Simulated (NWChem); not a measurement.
# CH6FNOSi; SMILES N([Si@@H](F)O)C

```xyz
11

C      0.2376    -2.3471     0.0826
N     -0.0452    -1.0546    -0.4921
Si    -0.2733     0.4036     0.3454
O     -1.1963     1.3731    -0.6234
F      1.0875     1.2575     0.6338
H      0.0672    -2.3188     1.1702
H     -0.4238    -3.1316    -0.3234
H      1.2821    -2.6738    -0.0719
H     -0.0048    -1.0154    -1.5046
H     -0.8315     0.1175     1.6884
H     -1.0181     2.3160    -0.5600
```
Atoms are numbered in this order, from 1.

All runs: NWChem. Structure relaxed at the PBE0/def2-SVP level. B3LYP is NWChem's, with the RPA form of VWN correlation. Level: B3LYP/def2-SVP with SMD (1 M gas to 1 M solution), gas-phase geometry. Reactions with the solvent are ignored.

| solvent | dielectric constant | solvation free energy (kcal/mol) | cavity-dispersion-structure term (kcal/mol) | dipole in solution (D) |
|---|---|---|---|---|
| water | 78.4 | -4.2 | 3.6 | 1.00 |
| dimethyl sulfoxide | 46.8 | -4.2 | 0.8 | 1.11 |
| anisole | 4.22 | -4.0 | -0.1 | 1.05 |
| diethyl ether | 4.24 | -4.8 | -0.9 | 1.05 |
| ethylene glycol | 40.2 | -4.4 | 3.3 | 1.00 |
